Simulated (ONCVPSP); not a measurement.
Cutoff test, ruthenium, ONCV

Ru, optimised norm-conserving Vanderbilt (ONCV), made with ONCVPSP 4.0.1 (LDA (Perdew-Zunger), scalar-relativistic). Core [Ar] 3d10, reference 4s2 4p6 4d7 5s1. Waves: 4s+5s: rc 1.60 bohr, ncon 3, nbas 6, qcut 9 1/bohr, 2 projectors; 4p: rc 1.65 bohr, ncon 3, nbas 8, qcut 9.8 1/bohr, 1 projector; 4d: rc 1.65 bohr, ncon 4, nbas 8, qcut 8.7 1/bohr, 2 projectors, debl 2.3 Ha. Local part: polynomial inside 1.55 bohr (lpopt 5, dvloc0 3 Ha). Core correction: none.

For each optimised wave give the share of its norm inside rc, the residual kinetic energy above qcut (Ha) and the cutoffs (Ha) for errors of 10, 1, 0.1 and 0.01 mHa per electron.

```json
{"wave": "4s", "norm inside rc": "0.937", "residual KE": "2.1e-07", "10 mHa": "19.6", "1 mHa": "25.3", "0.1 mHa": "29.9", "0.01 mHa": "33.6"}
{"wave": "5s", "norm inside rc": "0.045", "residual KE": "3.5e-08", "10 mHa": "14.1", "1 mHa": "21.9", "0.1 mHa": "27.7", "0.01 mHa": "32.2"}
{"wave": "4p", "norm inside rc": "0.892", "residual KE": "1.8e-08", "10 mHa": "11.2", "1 mHa": "24.3", "0.1 mHa": "31.9", "0.01 mHa": "37.2"}
{"wave": "4d", "norm inside rc": "0.566", "residual KE": "7.6e-07", "10 mHa": "18.9", "1 mHa": "25.0", "0.1 mHa": "29.7", "0.01 mHa": "33.8"}
{"wave": "d projector 2", "norm inside rc": "0.092", "residual KE": "2.0e-06", "10 mHa": "19.1", "1 mHa": "25.6", "0.1 mHa": "30.9", "0.01 mHa": "35.1"}
```

The occupied waves need 25 Ha and 32 Ha for 1 and 0.1 mHa.
